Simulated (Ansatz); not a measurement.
Sn₃S₂, relaxed as a singlet with RKS r2SCAN-D4/def2-SVP in Ansatz, starting from the GFN2-xTB geometry. Force threshold 0.02 eV/Å.

In the def2 sets Sn takes a core potential; there is no spin–orbit coupling. The structure comes from a short search, and lower isomers may exist.

Start:

Cartesian coordinates in Å:
```
Sn 0.355 1.216 -1.296
Sn 1.546 -1.061 -2.621
Sn -0.892 -0.647 2.277
S -1.293 1.563 2.126
S 0.283 -1.072 -0.486
```

Task: Estimate the energy that the relaxation releases and the steps that it takes.

Result: 229.7 kJ/mol, in 21 steps; 56 s on 4 threads of Arm Neoverse V1 on a shared host. No frequencies were taken in this run, so the end may be a saddle point.

Task: Does the start keep its bonding?

Result: Bonds formed: Sn1–S4, Sn2–S4 (atoms count from 1). Metal–metal contacts that move far: Sn1–Sn3 4.22 to 2.97 Å. The end is the same structure that another start reached, the lowest one found.

Task: Predict the relaxed structure.

Result: 
```xyz
5

Sn   -1.028    0.997   -1.036
Sn    1.761   -0.025   -0.918
Sn   -1.180   -0.540    1.505
S     0.695    1.169    1.090
S    -0.248   -1.602   -0.642
```
Bond lengths (bridged metal pairs left out): 6 × S–Sn 2.57 to 2.74 Å.
